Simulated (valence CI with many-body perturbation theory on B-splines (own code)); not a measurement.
The numbers below are computed, except where a source is named.
## Sensitivity of CI+MBPT for Pr45+

Level of theory: relativistic CI+MBPT: four valence electrons over a frozen Dirac-Fock core [Ne], a basis of 6 s, 6 p, 5 d, 3 f, 1 g functions for each j, with the one-electron correlation potential Σ1 (screened to all orders), the two-electron term Σ2, the three-electron term Σ3, Breit, model QED; selected single and double excitations, second order for the rest, scaled by the run's own slope (own B-spline code, finite nucleus).

No measured spectrum was set against this ion. As an estimate, large intervals hold to a few tenths of a per cent, small ones and those within an open d or f shell to about a per cent.

The reference run has the lowest level (3s^2 3p1/2^2) J=0 and an ionisation energy of 3730.73 eV. Its largest variational space holds 10000 state functions.

Levels are named by their leading jj configuration (3d3/2^4 stands for four electrons in 3d with j = 3/2), which in mixed levels can hold well under half, so a name can repeat and another be missing. Letters in brackets count levels of one name in rising energy.

Changed runs:
A. shift of the energy in Σ1 (hartree) 0 → -40.017
B. orbitals per symmetry with explicit Σ2 and valence Breit (the others get mean screening factors) 5 → 7
C. core polarisation of operators on → off
D. factor on the speed of light 1 → 0.9 (bad on purpose)

Excitation energies of the reference run in cm⁻¹, and shifts in cm⁻¹:

```csv
Level,Reference,A,B,C,D
(3s^2 3p1/2 3p3/2) J=1,924637,-100,+2.5,0,+269357
(3s^2 3p1/2 3p3/2) J=2,982602,-101,+3.2,0,+269422
(3s 3p1/2^2 3p3/2) J=2,1871120,+38,+6.0,0,+305241
(3s^2 3p3/2^2) J=2,1949240,-201,+2.0,0,+539721
(3s 3p1/2^2 3p3/2) J=1,2048690,+33,+2.3,0,+304080
(3s^2 3p3/2^2) J=0,2074530,-202,-5.5,0,+540128
(3s^2 3p1/2 3d3/2) J=2,2255840,+4.7,+3.7,0,+280913
(3s^2 3p1/2 3d3/2) J=1,2502940,+8.9,+1.6,0,+291464
(3s^2 3p1/2 3d5/2) J=2,2555000,-44,+2.7,0,+363344
(3s^2 3p1/2 3d5/2) J=3,2577290,-44,+2.8,0,+348809
(3s 3p1/2 3p3/2^2) J=2 [a],2808500,-53,+5.5,0,+540868
(3s 3p1/2 3p3/2^2) J=3,2885090,-62,+8.3,0,+560745
Ionisation energy (eV),3730.73,-0.14,+0.001,0,+40.72
```

No effect on these energies: C.
